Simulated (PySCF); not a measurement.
**Löwdin shares of the frontier orbitals**

Species: 1-cyclobutylethanol, C₆H₁₂O.
Structure used (GFN2-xTB), in Å, numbered top down from 1:
```xyz
19
C6H12O angstrom
C     -2.1287   -0.5329    0.6459
C     -1.0937   -0.3732   -0.4690
O     -1.6680    0.1988   -1.6262
C      0.1061    0.4435    0.0124
C      1.2826    0.5608   -0.9750
C      2.2439    0.0795    0.1218
C      1.0435   -0.2362    1.0271
H     -1.6922   -1.0531    1.4933
H     -2.9809   -1.1013    0.2816
H     -2.4775    0.4435    0.9803
H     -0.7525   -1.3614   -0.7970
H     -1.9826    1.0824   -1.4033
H     -0.2433    1.4210    0.3573
H      1.4714    1.5588   -1.3644
H      1.1932   -0.1295   -1.8108
H      2.8808    0.8704    0.5119
H      2.8669   -0.7722   -0.1414
H      1.0677    0.2129    2.0177
H      0.8536   -1.3027    1.1301
```

Method used: TDDFT PBE0/def2-SVPD, vertical, gas phase, core orbitals frozen in the response in PySCF.

Kohn–Sham orbitals with the atoms that hold most of them (Löwdin shares over 4%, at most four atoms; ? is withheld):

```json
{"orbital": "HOMO-3", "ε (eV)": "-8.91", "atoms": "O3 32%, C2 10%, C6 9%, C4 8%"}
{"orbital": "HOMO-2", "ε (eV)": "-8.66", "atoms": "C4 17%, C6 16%, C5 15%, C7 13%"}
{"orbital": "HOMO-1", "ε (eV)": "-8.47", "atoms": "?"}
{"orbital": "HOMO", "ε (eV)": "-7.58", "atoms": "?"}
{"orbital": "LUMO", "ε (eV)": "0.63", "atoms": "O3 18%, H12 14%, C1 12%, H13 11%"}
{"orbital": "LUMO+1", "ε (eV)": "0.96", "atoms": "C6 15%, C7 13%, H19 11%, H17 10%"}
{"orbital": "LUMO+2", "ε (eV)": "1.22", "atoms": "C1 13%, H8 9%, H14 9%, H16 8%"}
```

Task: Give the leading atoms of the HOMO.

Result: O3 (bonded to C and H) 43%; C4 (bonded to 3 C and H) 12%; C2 (bonded to 2 C, O and H) 12%; C1 (bonded to C and 3 H) 9%. By element: oxygen 43%, carbon 33% or more.

Task: Give the leading atoms of the HOMO-1.

Result: C5 (bonded to 2 C and 2 H) 21%; C7 (bonded to 2 C and 2 H) 19%; C4 (bonded to 3 C and H) 17%; C6 (bonded to 2 C and 2 H) 9%.

Task: The HOMO–LUMO gap is 8.21 eV. Where does the response calculation put the lowest singlet, and from which orbitals?

Result: S1 is at 6.87 eV (f = 0.011), 1.34 eV below the gap, made of HOMO→LUMO (90%). Without the coupling terms of the response equations the lowest excitation would equal the gap.

Task: One configuration dominates each of S1, S2, S5 and S6. Which, and how do the shares of the two leading atoms of either orbital change from the occupied to the empty one?

Result: 
- S1 (6.87 eV, f 0.011), HOMO→LUMO (90%): O3 43% → 18%, C4 12% → at most 12%, H12 at most 9% → 14%
- S2 (7.48 eV, f 0.0076), HOMO→LUMO+1 (88%): O3 43% → at most 10%, C4 12% → at most 10%, C6 at most 9% → 15%, C7 at most 9% → 13%
- S5 (8.00 eV, f 0.012), HOMO-1→LUMO (94%): C5 21% → at most 12%, C7 19% → at most 12%, O3 at most 10% → 18%, H12 at most 10% → 14%
- S6 (8.21 eV, f 0.010), HOMO-2→LUMO (84%): C4 17% → at most 12%, C6 16% → at most 12%, O3 at most 13% → 18%, H12 at most 13% → 14%

One conformer stands for the species.
